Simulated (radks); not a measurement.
The numbers below are computed, except where a source is named.
All-electron atom: the silicon ion Si4+ in 2s2 2p6 3s2 (not the ground configuration).

Level of theory: scalar-relativistic Kohn-Sham, PBE, spin-polarised, spherical densities, point nucleus (a radial shooting solver on a logarithmic mesh with Libxc functionals).

Energy parts (Ry):
| part | energy |
|---|---|
| total | -289.05318 |
| kinetic | 289.01697 |
| electron-nucleus | -706.83406 |
| Hartree | 154.46180 |
| exchange-correlation | -25.69789 |

Orbitals (lengths in bohr, moments of r in powers of bohr; r(90%) holds 90 % of the orbital's charge):
orbital  occ.  eigenvalue (Ry)   <1/r>   <r^4>     <r>  r(90%)
2s          2        -18.51493   2.922  0.1646  0.5055   0.789
2p          6        -15.97809   2.928  0.1264  0.4435   0.735
3s          2         -4.67503  0.9166   10.53   1.520    2.23
3p          0         -3.95682  0.8571   12.93   1.577    2.36
3d          0         -2.72184  0.6917   22.21   1.748    2.72

The highest occupied level is 3s at -63.607 eV. Summed over all electrons, <r^2> = 7.336 bohr^2, which gives a Langevin (diamagnetic) susceptibility term of -5.81 x 10^-6 cm^3/mol. The density falls to 0.001 e/bohr^3 at r = 2.87 bohr.
